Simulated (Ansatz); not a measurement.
`C[CH2][Ga]([Cl])[Cl]` + `CNC` → `C[N](C)[Ga]([Cl])[Cl]` + `CC` at 600 K and 1 bar (ligand exchange at a Ga–C bond).

Computed with Ansatz on PBE0-D4/def2-TZVP structures; ΔE is electronic, products minus reactants. CCSD(T)/CBS is the MP2 limit (def2-TZVPP, def2-QZVPP) plus CCSD(T) − MP2 in def2-TZVPP, frozen cores. This one scheme is used for every species. For Ga outer-core shells are correlated without core-valence functions, which leaves a few kJ/mol of doubt a bond. Scalar relativity is left out up to krypton. Each species was taken in one conformer, which may not be the lowest.

```tsv
species	CCSD(T)/CBS energy (Eh)	H − E (kJ/mol)	S (J/(mol·K))
`C[CH2][Ga]([Cl])[Cl]`	-2922.73620	240.3	477.7
`CNC`	-135.00321	284.6	333.5
`C[N](C)[Ga]([Cl])[Cl]`	-2978.03927	295.5	502.3
`CC`	-79.71954	228.8	274.9
```

H − E and S are ideal-gas, rigid-rotor, harmonic terms from PBE0-D4/def2-TZVP, for one conformer and one mirror image of each species. 1 Eh = 2625.50 kJ/mol, R = 8.31446 J/(mol·K).

By hand: ΔE, ΔH, ΔS and ΔG.

ΔE = (-2978.03927) + (-79.71954) − (-2922.73620) − (-135.00321) = -0.01940 Eh = -50.9 kJ/mol. Δ(H − E) = 295.5 + 228.8 − 240.3 − 284.6 = -0.6, so ΔH = -51.5 kJ/mol. ΔS = 502.3 + 274.9 − 477.7 − 333.5 = -34.0 J/(mol·K). ΔG = -51.5 − 600 × (-34.0)/1000 = -31.1 kJ/mol.

By hand: the equilibrium constant, and the temperature at which ΔG would vanish if ΔH and ΔS stayed fixed.

log₁₀ K = −ΔG/(RT ln 10) = 2.7. ΔG = 0 at ΔH/ΔS = 1515 K.

TΔS isn't small against ΔH here. A doubt of 5 kJ/mol in ΔE shifts log₁₀ K by 0.4 here. Other conformers and mirror images would add mixing entropy, several J/(mol·K) or more a flexible species. Modes under 60 cm⁻¹, often nearly free rotors, make the harmonic entropy too high. These are equilibria of isolated gas molecules and say nothing of rates. Largest T1 diagnostic: 0.012 (customary marks: 0.02 for closed shells, 0.045 for open ones).
